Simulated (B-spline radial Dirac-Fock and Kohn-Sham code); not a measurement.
## Au: eigenvalues, ΔSCF and the reference

System: the free gold atom in the configuration [Xe] 4f14 5d9 6s1 6p1 (an excited configuration).

The density-functional columns are spherical, spin-unpolarised Dirac-Kohn-Sham results without Breit or QED terms: −ε is minus the orbital energy of the initial state and ΔSCF the difference of two total energies. The reference in the last column comes from multi-electron Dirac-Fock with separately optimised hole states, Breit and Lamb-shift corrections added in first order. All numbers are from a radial finite-basis atomic code, in eV; a selection of levels is shown. For the 1s level of heavy atoms much of the gap between ΔSCF and the reference is the Breit and QED part, -435.1 eV here; for other levels the error of the functional can be larger.

```csv
level,LDA −ε,LDA ΔSCF,Dirac-Fock
K,80550.0,81156.5,80732.4
L1,14207.6,14318.5,14374.2
L2,13633.4,13777.5,13746.8
L3,11799.9,11920.4,11932.1
M1,3356.6,3388.0,3446.6
M2,3096.7,3130.7,3167.5
M3,2692.2,2722.4,2762.6
M4,2257.2,2294.1,2305.2
N1,731.7,745.4,780.9
N2,620.7,634.3,661.6
N3,523.4,536.2,564.0
N4,340.9,353.5,368.9
N6,88.51,100.3,98.31
N7,84.70,96.34,94.64
O2,77.09,83.85,87.12
O3,60.30,66.68,70.68
"O4,5",11.15,16.39,14.71
P1,8.40,12.05,10.36
"P2,3",2.35,4.93,4.08
```

Values without a named source are computed, but for edge energies of neutral atoms, which are taken from tables.
